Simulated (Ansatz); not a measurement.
`[NH2][Ti]([OH])([OH])[F]` and `[OH][Ti]([OH])([F])[F]` differ in one atom or group.

Ansatz, PBE0-D4/def2-TZVP geometries, multiplicity 1. Each molecule was computed in one conformer, which needn't be the lowest.

Scalar relativity is left out up to krypton.

```
                                                                                  property  `[NH2][Ti]([OH])([OH])[F]`
                                            zero-point energy (PBE0-D4/def2-TZVP) / kJ/mol                       137.9
                                            size of the dipole moment (PBE/def2-TZVPP) / D                        2.04
                                                     HOMO energy (ωB97M-V/def2-TZVPP) / eV                       -9.97
                                        size of the dipole moment (ωB97M-V/def2-TZVPP) / D                        2.08
ideal-gas entropy at 298 K and 1 bar (rigid rotor, harmonic PBE0-D4/def2-TZVP) / J/(mol·K)                         371
                                                     HOMO–LUMO gap (B3LYP/def2-TZVPP) / eV                        5.60
```

Problem. What does the change do to each property? (Estimate.)

Solution. Computed: 
| property | `[OH][Ti]([OH])([F])[F]` | shift |
| --- | --- | --- |
| zero-point energy (PBE0-D4/def2-TZVP) / kJ/mol | 78.6 | -59.3 |
| size of the dipole moment (PBE/def2-TZVPP) / D | 0.61 | -1.43 |
| HOMO energy (ωB97M-V/def2-TZVPP) / eV | -12.39 | -2.42 |
| size of the dipole moment (ωB97M-V/def2-TZVPP) / D | 0.62 | -1.46 |
| ideal-gas entropy at 298 K and 1 bar (rigid rotor, harmonic PBE0-D4/def2-TZVP) / J/(mol·K) | 351 | -20 |
| HOMO–LUMO gap (B3LYP/def2-TZVPP) / eV | 7.20 | 1.60 |

With PBE0 the HOMO falls by 2.35 eV and the LUMO falls by 0.70 eV, so the gap widens by about 1.65 eV. PBE moves the HOMO by -2.04 eV and ωB97M-V by -2.42 eV. The zero-point energy changes by -59.3 kJ/mol with -6 modes. Dipoles are sizes alone; their direction can turn.

B3LYP here is the variant with VWN-RPA as its local correlation; programs differ in this.
